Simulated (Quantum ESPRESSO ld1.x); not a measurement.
Numerical settings for the ytterbium ion Yb+, [Xe] 4f14 6s1. Calculated with ld1.x of Quantum ESPRESSO 7.5: Dirac Kohn-Sham, LDA (Slater exchange, Perdew-Zunger correlation), spin-unpolarised, spherical densities, point nucleus. With the defaults (dx = 0.008, xmin = -8.0, rmax = 100, beta = 0.2, tr2 = 1e-14) the mesh has 2107 points, the cycle takes 31 iterations, E = -14067.060241 hartree and the 4f7/2 eigenvalue is -0.34793 hartree. The mesh is r = exp(xmin + i dx)/Z up to rmax; beta is the mixing and tr2 the threshold. One setting is changed at a time.

| change | mesh points | iterations | change of E (mhartree) | change of e(4f7/2) (mhartree) |
|---|---|---|---|---|
| dx = 0.0125 | 1349 | 32 | +0.002 | 0.000 |
| dx = 0.02 | 843 | 31 | -0.004 | 0.000 |
| xmin = -4 | 1607 | 30 | -397.580 | +0.009 |
| xmin = -5 | 1733 | 30 | -26.385 | +0.001 |
| rmax = 30 | 1957 | 34 | -0.002 | 0.000 |
| rmax = 15 | 1871 | 39 | -0.004 | 0.000 |
| beta = 1 | 2107 | 25 | -0.002 | 0.000 |
| beta = 0.5 | 2107 | 20 | -0.002 | 0.000 |
| tr2 = 0.0001 | 2107 | 16 | -141.258 | +0.999 |
| tr2 = 1e-06 | 2107 | 20 | +14.033 | +0.246 |
